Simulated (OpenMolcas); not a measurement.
Ni4+ among 2 point charges of -2.4 e arranged as a linear pair (D∞h), 2.04 Å from the ion.
```
   0.0000    0.0000    2.0400  -2.40
   0.0000    0.0000   -2.0400  -2.40
```

| Item | Value |
| --- | --- |
| Program | OpenMolcas |
| Method | CASSCF |
| Basis | ANO-RCC-VTZP [6s5p3d2f1g] |
| Scalar Hamiltonian | DKH2, point nucleus |
| Active space | 6 electrons in 5 orbitals (3d) |
| State averaging | 2S+1 = 5 even, 5 roots; 2S+1 = 3 even, 45 roots; 2S+1 = 1 even, 50 roots |
| Spin-orbit coupling | RASSI with atomic mean-field integrals over the reference wave functions |

Q: What is the spin-free ground state (labels by Λ)?

A: 5Δ, 2-fold in its orbital part, 100 % from free-ion D terms; it has the highest spin that d6 allows.

Q: Where is the first state of the same spin?

A: 5Π at 6370 cm-1 above the ground state.

Q: What are the lowest two levels with spin-orbit coupling?

A: A 2-fold level with g = 0.00, 0.00, 12.01, then a 2-fold level 390.9 cm-1 above it. Their leading multiplicities are 5 (100 %) and 5 (100 %).

Q: What is χT at 300 K, and how does it compare with the textbook value?

A: The lowest level has 2S+1 = 5, for which the spin-only value is χT = S(S+1) / 2 = 3.000 cm3 K/mol (g = 2). The computed 5.132 at 300 K differs by +2.132, through orbital momentum, spin-orbit coupling and any other state in reach.

Without dynamic correlation the repulsion within the d shell is too large (B by tens of per cent), so at a given field states of lower spin stand too high. Point charges give a weaker field than real ligands, and real ions of this kind are often low spin; the high spin found here belongs to the model. This is an electrostatic model: the charges have no orbitals. No measured value stands beside these numbers.

With an even number of electrons the g values are those of a degenerate or nearly degenerate non-Kramers pair.
